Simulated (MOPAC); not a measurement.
Job for MOPAC: PM6 on BGeH5O (SMILES O[BH][GeH3]), a point of a torsion scan.

```
PM6 1SCF PRECISE CHARGE=0 THREADS=1
BGeH5O

O      1.59367915 1     0.76193703 1    -0.18134369 1
B      0.87612963 1    -0.30720631 1     0.13248663 1
Ge    -1.12522679 1    -0.04090234 1    -0.00417656 1
H      2.55190352 1     0.71737807 1    -0.15878514 1
H      1.38451712 1    -1.32778701 1     0.44135657 1
H     -1.74793410 1    -0.58079752 1    -1.25590924 1
H     -1.57920927 1     1.38272863 1    -0.00313246 1
H     -1.96907197 1    -0.68162762 1     1.05535040 1
```

Output:

```
*******************************************************************************
 **                                                                           **
 **                              MOPAC v23.2.5                                **
 **                                                                           **
 *******************************************************************************
 ** MOPAC's Digital Object Identifier: https://doi.org/10.5281/zenodo.6511958 **
 **                                                                           **
 ** Please cite the open-source release paper for use of this MOPAC version:  **
 ** J. E. Moussa and J. J. P. Stewart (2026)                                  **
 ** MOPAC: An open-source semiempirical molecular orbital program             **
 ** J. Open Source Softw., 11(119), 8025, https://doi.org/10.21105/joss.08025 **
 *******************************************************************************

                              PM6 CALCULATION RESULTS

 *******************************************************************************
 *  PM6        - The PM6 Hamiltonian to be used
 *
 *
 *
 *                 CHARGE ON SYSTEM = 0
 *
 *
 *
 *  PRECISE    - TIGHTER CRITERIA TO BE USED
 *  1SCF       - DO 1 SCF AND THEN STOP
 *  THREADS=1  - MULTI-THREADING NOT USED
 *  T=         - A TIME OF 172800.0 SECONDS REQUESTED
 *  DUMP=N     - RESTART FILE WRITTEN EVERY 7200.0 SECONDS REQUESTED
 *******************************************************************************
PM6 1SCF PRECISE CHARGE=0 THREADS=1
 BGeH5O

   ATOM   CHEMICAL          X               Y               Z
  NUMBER   SYMBOL      (ANGSTROMS)     (ANGSTROMS)     (ANGSTROMS)

     1       O          1.59367915  *   0.76193703  *  -0.18134369  *
     2       B          0.87612963  *  -0.30720631  *   0.13248663  *
     3      Ge         -1.12522679  *  -0.04090234  *  -0.00417656  *
     4       H          2.55190352  *   0.71737807  *  -0.15878514  *
     5       H          1.38451712  *  -1.32778701  *   0.44135657  *
     6       H         -1.74793410  *  -0.58079752  *  -1.25590924  *
     7       H         -1.57920927  *   1.38272863  *  -0.00313246  *
     8       H         -1.96907197  *  -0.68162762  *   1.05535040  *



          CARTESIAN COORDINATES

    NO.       ATOM           X           Y           Z

     1         O          1.5937      0.7619     -0.1813
     2         B          0.8761     -0.3072      0.1325
     3        Ge         -1.1252     -0.0409     -0.0042
     4         H          2.5519      0.7174     -0.1588
     5         H          1.3845     -1.3278      0.4414
     6         H         -1.7479     -0.5808     -1.2559
     7         H         -1.5792      1.3827     -0.0031
     8         H         -1.9691     -0.6816      1.0554

 General Reference for PM6:
 "Optimization of Parameters for Semiempirical Methods V: Modification of NDDO Approximations
 and Application to 70 Elements", J. J. P. Stewart, J. Mol. Mod., 13, 1173-1213 (2007)
 URL: https://link.springer.com/article/10.1007/s00894-007-0233-4

           Empirical Formula: H5 O B Ge  =     8 atoms



      MOLECULAR POINT GROUP   :   C1


      RHF CALCULATION, NO. OF DOUBLY OCCUPIED LEVELS = 9


 -------------------------------------------------------------------------------
 PM6 1SCF PRECISE CHARGE=0 THREADS=1
 BGeH5O



     1SCF WAS SPECIFIED, SO BFGS WAS NOT USED
     SCF FIELD WAS ACHIEVED


                              PM6 CALCULATION
                                                       MOPAC v23.2.5 Linux




          FINAL HEAT OF FORMATION =         89.88320 KCAL/MOL =     376.07129 KJ/MOL


          COSMO AREA              =        108.15 SQUARE ANGSTROMS
          COSMO VOLUME            =         94.73 CUBIC ANGSTROMS

          IONIZATION POTENTIAL    =          9.968637 EV
          HOMO LUMO ENERGIES (EV) =         -9.969  0.306
          NO. OF FILLED LEVELS    =          9
          MOLECULAR WEIGHT        =        104.4389         POINT GROUP:  C1

          MOLECULAR DIMENSIONS (Angstroms)

            Atom       Atom       Distance
            H     8    H     4     4.88575
            H     5    H     7     3.58942
            H     6    H     4     2.09557


          SCF CALCULATIONS        =          1





   ATOM   CHEMICAL          X               Y               Z
  NUMBER   SYMBOL      (ANGSTROMS)     (ANGSTROMS)     (ANGSTROMS)

     1       O          1.59367915  *   0.76193703  *  -0.18134369  *
     2       B          0.87612963  *  -0.30720631  *   0.13248663  *
     3      Ge         -1.12522679  *  -0.04090234  *  -0.00417656  *
     4       H          2.55190352  *   0.71737807  *  -0.15878514  *
     5       H          1.38451712  *  -1.32778701  *   0.44135657  *
     6       H         -1.74793410  *  -0.58079752  *  -1.25590924  *
     7       H         -1.57920927  *   1.38272863  *  -0.00313246  *
     8       H         -1.96907197  *  -0.68162762  *   1.05535040  *

                             CARTESIAN COORDINATES

   1    O        1.593679150     0.761937030    -0.181343690
   2    B        0.876129630    -0.307206310     0.132486630
   3   Ge       -1.125226790    -0.040902340    -0.004176560
   4    H        2.551903520     0.717378070    -0.158785140
   5    H        1.384517120    -1.327787010     0.441356570
   6    H       -1.747934100    -0.580797520    -1.255909240
   7    H       -1.579209270     1.382728630    -0.003132460
   8    H       -1.969071970    -0.681627620     1.055350400


           Empirical Formula: H5 O B Ge  =     8 atoms



      MOLECULAR POINT GROUP   :   C1


                  EIGENVALUES
 -31.29405 -20.93426 -18.96143 -16.57781 -14.18020 -13.05233 -11.65321 -11.63481
  -9.96864   0.30648   0.51188   2.57206   2.62995   3.09174   4.15616   4.23027
   5.67039


              NET ATOMIC CHARGES AND DIPOLE CONTRIBUTIONS

  ATOM NO.   TYPE          CHARGE      No. of ELECS.   s-Pop       p-Pop
    1          O          -0.456818        6.4568     1.68836     4.76846
    2          B           0.265369        2.7346     1.04354     1.69109
    3         Ge          -0.621750        4.6217     1.22483     3.39692
    4          H           0.334924        0.6651     0.66508
    5          H           0.062720        0.9373     0.93728
    6          H           0.139452        0.8605     0.86055
    7          H           0.139373        0.8606     0.86063
    8          H           0.136730        0.8633     0.86327
 DIPOLE           X         Y         Z       TOTAL
 POINT-CHG.     1.981    -1.098     0.307     2.286
 HYBRID        -0.152     0.601    -0.205     0.652
 SUM            1.829    -0.498     0.102     1.898


          ATOMIC ORBITAL ELECTRON POPULATIONS

     Atom    s        px        py        pz
    1  O   1.68836   1.35770   1.66665   1.74411
    2  B   1.04354   0.69268   0.69801   0.30040
    3 Ge   1.22483   1.13934   1.12924   1.12834
    4  H   0.66508
    5  H   0.93728
    6  H   0.86055
    7  H   0.86063
    8  H   0.86327

 **********************
 *                    *
 * JOB ENDED NORMALLY *
 *                    *
 **********************




 == MOPAC DONE ==
```

The run finished.

Cost: about 0.010 core-seconds (a rough figure).
